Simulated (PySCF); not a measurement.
# Polarisability and C₆ of Mg⁺ (magnesium, charge +1)

[Ne] 3s1, 2S determinant. Computed with PySCF 2.14 in aug-cc-pVTZ with one added diffuse shell each of s, p, d, f type (7s6p4d3f, 66 functions), with the non-relativistic Hamiltonian (point nucleus). Coupled (time-dependent) response in atomic units; α is the mean over directions.

| method | mean α (bohr³) | C₆ (like pair) | S(−4) |
| --- | --- | --- | --- |
| UHF | 38.65 | 177.8 | 1569 |
| PBE | 33.42 | 142.8 | 1185 |
| PBE0 | 34.93 | 152.5 | 1291 |
| MN15 | 33.91 | 143.1 | 1271 |

S(−4) is the Cauchy moment in α(ω) = α(0) + S(−4) ω² + …

α(iu) at MN15:

```tsv
u (hartree)	α(iu) (bohr³)
0	33.91
0.0500	31.01
0.100	24.70
0.200	13.72
0.300	7.998
0.500	3.573
0.750	1.835
1.00	1.159
1.50	0.6272
2.00	0.4125
3.00	0.2261
5.00	0.09848
```

A single London oscillator, α(iu) = α/(1 + u²/ω²), gives C₆ = (3/4) ω α². Matching the computed C₆ needs ω = 4 × 143.1 / (3 × 33.91²) = 0.166 hartree.

For an ion, C₆ is the dispersion term alone; charge-induced terms of lower order in 1/R come first.
